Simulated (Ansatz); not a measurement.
`N[Si]1(F)NB1O`, charge 0, multiplicity 1.

(1) Give a relaxed structure at PBE0-D4/def2-TZVP (Ansatz). (Estimate.)

## Answers

(1) Ansatz gave: 
Z-matrix (Å, degrees):
```
Si
F 1 1.599
N 1 1.727 2 115.5
N 1 1.692 2 102.4 3 132.8
B 1 1.902 2 124.9 3 -52.5
H 3 1.013 1 149.5 2 64.4
H 4 1.005 1 121.8 2 8.2
H 4 1.004 1 122.8 2 171.3
O 5 1.350 1 162.9 2 -88.6
H 9 0.962 5 113.8 1 -179.2
```
This is one stationary point; other conformers may exist.
